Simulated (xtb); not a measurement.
C3H9Al (SMILES [CH3][Al]([CH3])[CH3]), singlet, at a GFN2-xTB geometry (such geometries of metal compounds can be far from the true shape); GFN2-xTB run with xtb 6.7.1.

Here is a job for xtb.
```
$ xtb mol.xyz --gfn 2 --etemp 3000 --json

# file mol.xyz
13

Al     0.01377557     0.00536366     0.00111920
C     -1.36712124    -1.42328928    -0.17712821
H     -1.44959113    -1.80169766    -1.20166716
H     -2.36933356    -1.07452599     0.09435791
H     -1.15117922    -2.28740004     0.46050578
C     -0.16027256     1.69622682    -1.04309429
H      0.69676512     1.87264152    -1.70193712
H     -0.23101461     2.58097547    -0.40129179
H     -1.05181885     1.69770984    -1.67955486
C      1.56875030    -0.25747259     1.22286490
H      2.24081454     0.60750024     1.22724421
H      2.17645426    -1.12614197     0.94751257
H      1.26311707    -0.42359105     2.26146089
```

Problem. Write the output that xtb gives for this input, abridged.

Solution. 
```
   ID    Z sym.   atoms
    1   13 Al     1
    2    6 C      2, 6, 10
    3    1 H      3-5, 7-9, 11-13

           -------------------------------------------------
          |                Calculation Setup                |
           -------------------------------------------------

           -------------------------------------------------
          |                 G F N 2 - x T B                 |
           -------------------------------------------------

          ...................................................
          :                      SETUP                      :
          :.................................................:
          :  # basis functions                  31          :
          :  # atomic orbitals                  30          :
          :  # shells                           18          :
          :  # electrons                        24          :
          :  max. iterations                   250          :
          :  Hamiltonian                  GFN2-xTB          :
          :  restarted?                      false          :
          :  GBSA solvation                  false          :
          :  PC potential                    false          :
          :  electronic temp.         3000.0000000     K    :
          :  accuracy                    1.0000000          :
          :  -> integral cutoff          0.2500000E+02      :
          :  -> integral neglect         0.1000000E-07      :
          :  -> SCF convergence          0.1000000E-05 Eh   :
          :  -> wf. convergence          0.1000000E-03 e    :
          :  Broyden damping             0.4000000          :
          :  net charge                          0          :
          :  unpaired electrons                  0          :
          ...................................................

 iter      E             dE          RMSdq      gap      omega  full diag
   1    -12.1809178 -0.121809E+02  0.114E+01    4.66       0.0  T
   2    -12.2004359 -0.195181E-01  0.706E+00    4.62       1.0  T
   3    -12.1999320  0.503976E-03  0.977E-01    4.36       1.0  T
   4    -12.2033219 -0.338994E-02  0.509E-01    4.77       1.0  T
   5    -12.2061580 -0.283609E-02  0.402E-01    4.62       1.0  T
   6    -12.2060990  0.590242E-04  0.892E-02    4.59       1.0  T
   7    -12.2061412 -0.422520E-04  0.510E-02    4.64       1.0  T
   8    -12.2061767 -0.354985E-04  0.830E-03    4.62       3.3  T
[...]
         :: total energy             -12.031322320309 Eh    ::
[...]
    11   1 H        0.924     0.048     2.346     2.395
    12   1 H        0.924     0.042     2.416     2.431
    13   1 H        0.924     0.043     2.415     2.430

 Mol. C6AA /au·bohr⁶  :       1482.813181
 Mol. C8AA /au·bohr⁸  :      49888.601967
 Mol. α(0) /au        :         63.983713

Wiberg/Mayer (AO) data.
largest (>0.10) Wiberg bond orders for each atom

 ---------------------------------------------------------------------------
     #   Z sym  total        # sym  WBO       # sym  WBO       # sym  WBO
 ---------------------------------------------------------------------------
     1  13 Al   3.647 --    10 C    1.015     6 C    1.015     2 C    1.015
     2   6 C    3.910 --     1 Al   1.015     3 H    0.927     4 H    0.927
                             5 H    0.926
     3   1 H    0.998 --     2 C    0.927
     4   1 H    0.998 --     2 C    0.927
     5   1 H    0.998 --     2 C    0.926
     6   6 C    3.910 --     1 Al   1.015     7 H    0.927     8 H    0.927
                             9 H    0.926
     7   1 H    0.998 --     6 C    0.927
     8   1 H    0.998 --     6 C    0.927
     9   1 H    0.998 --     6 C    0.926
    10   6 C    3.910 --     1 Al   1.015    13 H    0.927    12 H    0.927
                            11 H    0.926
    11   1 H    0.998 --    10 C    0.926
    12   1 H    0.998 --    10 C    0.927
    13   1 H    0.998 --    10 C    0.927
 ---------------------------------------------------------------------------

Topologies differ in total number of bonds
Writing topology from bond orders to xtbtopo.mol

molecular dipole:
                 x           y           z       tot (Debye)
 q only:       -0.000       0.000       0.000
   full:        0.000      -0.000       0.000       0.000
molecular quadrupole (traceless):
                xx          xy          yy          xz          yz          zz
 q only:       -0.070      -0.238      -0.190      -0.439       0.343       0.260
  q+dip:        0.215       0.727       0.565       1.333      -1.051      -0.780
   full:       -0.212      -0.720      -0.562      -1.319       1.036       0.775

           -------------------------------------------------
          | TOTAL ENERGY              -12.031322320309 Eh   |
          | GRADIENT NORM               0.000050239032 Eh/α |
          | HOMO-LUMO GAP               4.619834311909 eV   |
           -------------------------------------------------

normal termination of xtb
```
